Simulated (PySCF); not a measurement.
Sn(H)(Cl)2(OH) (Cl2H2OSn), SMILES [OH][SnH]([Cl])[Cl].

The structure is a stationary point at B3LYP-D3(BJ)/def2-SVP. The def2 effective core potentials stand for the cores of Sn; spin–orbit coupling is left out. Other conformers were not sampled.

Level of theory: TDDFT-LC-ωPBE/def2-SVPD (PySCF 2.14.0).

Vertical excitations.  State labels are in the subgroup Cs.

```json
[
 {"state": "S1", "symmetry": "A\"", "energy (eV)": "6.28", "λ (nm)": "198", "f": "0.000", "main pairs": "HOMO→LUMO 85 %"},
 {"state": "S2", "symmetry": "A\"", "energy (eV)": "6.46", "λ (nm)": "192", "f": "0.026", "main pairs": "HOMO−2→LUMO 69 %, HOMO−4→LUMO 14 %"},
 {"state": "S3", "symmetry": "A'", "energy (eV)": "6.53", "λ (nm)": "190", "f": "0.057", "main pairs": "HOMO−1→LUMO 87 %"},
 {"state": "S4", "symmetry": "A'", "energy (eV)": "6.67", "λ (nm)": "186", "f": "0.048", "main pairs": "HOMO−3→LUMO 79 %"},
 {"state": "S5", "symmetry": "A\"", "energy (eV)": "6.73", "λ (nm)": "184", "f": "0.083", "main pairs": "HOMO−4→LUMO 68 %"},
 {"state": "S6", "symmetry": "A'", "energy (eV)": "7.85", "λ (nm)": "158", "f": "0.143", "main pairs": "HOMO−5→LUMO 57 %, HOMO→LUMO+2 13 %, HOMO−3→LUMO 11 %"},
 {"state": "S7", "symmetry": "A\"", "energy (eV)": "8.15", "λ (nm)": "152", "f": "0.067", "main pairs": "HOMO−2→LUMO+1 23 %, HOMO−6→LUMO 21 %, HOMO→LUMO+1 20 %, HOMO−4→LUMO 8 %"},
 {"state": "S8", "symmetry": "A'", "energy (eV)": "8.38", "λ (nm)": "148", "f": "0.037", "main pairs": "HOMO−2→LUMO+2 30 %, HOMO−7→LUMO 28 %, HOMO−3→LUMO+1 9 %, HOMO−1→LUMO+1 6 %"},
 {"state": "S9", "symmetry": "A\"", "energy (eV)": "8.61", "λ (nm)": "144", "f": "0.002", "main pairs": "HOMO−1→LUMO+2 65 %, HOMO−2→LUMO+1 10 %"},
 {"state": "S10", "symmetry": "A'", "energy (eV)": "8.64", "λ (nm)": "144", "f": "0.010", "main pairs": "HOMO−1→LUMO+1 42 %, HOMO−1→LUMO+3 18 %, HOMO−3→LUMO+1 9 %"},
 {"state": "T1", "symmetry": "A'", "energy (eV)": "5.77", "λ (nm)": "215", "f": "0", "main pairs": "HOMO−1→LUMO 84 %"},
 {"state": "T2", "symmetry": "A\"", "energy (eV)": "5.78", "λ (nm)": "214", "f": "0", "main pairs": "HOMO→LUMO 82 %"},
 {"state": "T3", "symmetry": "A\"", "energy (eV)": "5.82", "λ (nm)": "213", "f": "0", "main pairs": "HOMO−2→LUMO 80 %"},
 {"state": "T4", "symmetry": "A'", "energy (eV)": "5.98", "λ (nm)": "207", "f": "0", "main pairs": "HOMO−3→LUMO 82 %"}
]
```
Triplets are in the Tamm–Dancoff approximation, which puts them higher than full response would, so one can lie above its singlet here.
